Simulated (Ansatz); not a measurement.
Program: Ansatz. Geometries: PBE0-D4/def2-TZVP. ΔE: electronic, gas phase. CCSD(T)/CBS is the MP2 limit (def2-TZVPP, def2-QZVPP) plus CCSD(T) − MP2 in def2-TZVPP, frozen cores. This one scheme is used for every species. Functionals use def2-TZVPP. B3LYP here is the variant with VWN-RPA as its local correlation; programs differ in this. Each species was taken in one conformer, which may not be the lowest.

Consider the formal exchange of groups at a C–Si bond: `OC(F)(S)[SiH2]Cl` + CH₄ → `CC(O)(F)S` + `[SiH3]Cl`.

`OC(F)(S)[SiH2]Cl`:

Cartesian coordinates in Å:
```
O 0.759 -0.033 -1.361
C -0.157 -0.434 -0.414
F -1.417 -0.467 -0.998
S 0.302 -2.079 0.171
Si -0.222 0.752 1.091
Cl -0.610 2.606 0.288
H 0.555 0.878 -1.612
H 0.996 -2.395 -0.936
H 1.100 0.797 1.747
H -1.306 0.375 2.024
```

CH₄:

```xyz
5

C     0.000    0.000    0.000
H    -0.358    0.525   -0.885
H     0.762    0.601    0.496
H     0.427   -0.958   -0.294
H    -0.832   -0.168    0.683
```

`CC(O)(F)S`:

Cartesian coordinates in Å:
```
C 1.122 -0.248 -0.186
C -0.277 0.271 -0.008
O -0.664 0.922 -1.146
F -0.285 1.153 1.057
S -1.518 -1.036 0.359
H 1.783 0.594 -0.403
H 1.454 -0.745 0.724
H 1.151 -0.956 -1.013
H -1.577 1.215 -1.036
H -1.189 -1.169 1.653
```

`[SiH3]Cl`:

Z-matrix (Å, degrees):
```
Si
Cl 1 2.054
H 1 1.481 2 108.5
H 1 1.481 2 108.5 3 -120.0
H 1 1.481 2 108.5 3 120.0
```

(1) Is it downhill or uphill in electronic energy at CCSD(T)/CBS, and by how much? (Estimate.)

(2) What do these levels give: PBE0-D4, ωB97M-V, r2SCAN, B3LYP, HF/def2-QZVPP, HF/CBS(def2)? (An estimate is asked.)

Largest T1 diagnostic among the species: 0.012.

## Answers

(1) Ansatz gave: Downhill: ΔE = -4.5 kJ/mol.

(2) Computed: PBE0-D4 -1.2, ωB97M-V -1.9, r2SCAN -1.8, B3LYP -5.4, HF/def2-QZVPP -25.9, HF/CBS(def2) -26.0 kJ/mol.

The D4 term adds +7.8 kJ/mol with B3LYP and +4.4 kJ/mol with PBE0; it sums over pairs of atoms, weighted by their polarisabilities, and B3LYP, whose exchange is more repulsive, gets the larger term. In def2-TZVPP, CCSD(T) changes the Hartree–Fock value by +18.6 kJ/mol (the triples alone add +3.4 kJ/mol) and MP2 by +20.7 kJ/mol.
